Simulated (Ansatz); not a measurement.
Start from `O[BH][Al]([SiH3])[SiH3]` and change one atom or group to get `[CH3][Al]([SiH3])[SiH3]`.

Ansatz, PBE0-D4/def2-TZVP geometries, multiplicity 1. Each molecule was computed in one conformer, which needn't be the lowest.

```
                                          property  `O[BH][Al]([SiH3])[SiH3]`
           HOMO–LUMO gap (ωB97M-V/def2-TZVPP) / eV                       8.36
size of the dipole moment (ωB97M-V/def2-TZVPP) / D                       2.70
    size of the dipole moment (PBE/def2-TZVPP) / D                       2.57
               HOMO energy (B3LYP/def2-TZVPP) / eV                      -6.69
             HOMO energy (ωB97M-V/def2-TZVPP) / eV                      -8.90
                HOMO energy (PBE0/def2-TZVPP) / eV                      -6.87
```

Task: What does the change do to each property? (An estimate is asked.)

Result: The calculation gave: 
| property | `[CH3][Al]([SiH3])[SiH3]` | shift |
| --- | --- | --- |
| HOMO–LUMO gap (ωB97M-V/def2-TZVPP) / eV | 8.55 | 0.19 |
| size of the dipole moment (ωB97M-V/def2-TZVPP) / D | 1.28 | -1.42 |
| size of the dipole moment (PBE/def2-TZVPP) / D | 1.25 | -1.32 |
| HOMO energy (B3LYP/def2-TZVPP) / eV | -6.87 | -0.18 |
| HOMO energy (ωB97M-V/def2-TZVPP) / eV | -8.97 | -0.07 |
| HOMO energy (PBE0/def2-TZVPP) / eV | -7.06 | -0.19 |

With PBE0 the HOMO falls by 0.19 eV and the LUMO rises by 0.12 eV, so the gap widens by about 0.31 eV. PBE moves the HOMO by -0.28 eV and ωB97M-V by -0.07 eV. Dipoles are sizes alone; their direction can turn.

B3LYP here is the variant with VWN-RPA as its local correlation; programs differ in this.
